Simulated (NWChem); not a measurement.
System: CH₆OSeSi; SMILES C[Se]O[SiH3]

```xyz
10

Se    -0.4271     0.8517    -0.0705
C      1.4190     1.4728     0.0156
H      1.4244     2.4918    -0.4220
H      2.0860     0.8152    -0.5731
H      1.7447     1.5228     1.0715
O     -0.1642    -0.7525     0.8196
Si     0.1061    -2.0811    -0.2062
H     -1.0828    -2.3673    -1.0830
H      0.3491    -3.2394     0.7191
H      1.3151    -1.8631    -1.0792
```
Atoms are numbered in this order, from 1.

Computed with NWChem. Pople sets run with spherical d functions. All runs use the structure optimised with PBE-D3(BJ)/def2-SVP. Total energies compare along this basis series because the functional is fixed.

| level | basis functions | energy (Ha) | highest occupied level (eV) | orbital gap (eV) | dipole (D) | relative time |
|---|---|---|---|---|---|---|
| Hartree-Fock/STO-3G | 43 | -2773.8878 | -6.56 | 14.97 | 1.61 | 1 |
| Hartree-Fock/3-21G | 65 | -2791.4631 | -9.05 | 12.16 | 2.23 | 1 |
| Hartree-Fock/6-31G* | 90 | -2804.6681 | -9.17 | 11.78 | 2.15 | 5 |
| Hartree-Fock/6-311G** | 142 | -2804.9872 | -9.23 | 11.65 | 2.20 | 7 |

The last column is a rough cost ratio, cheapest run = 1.
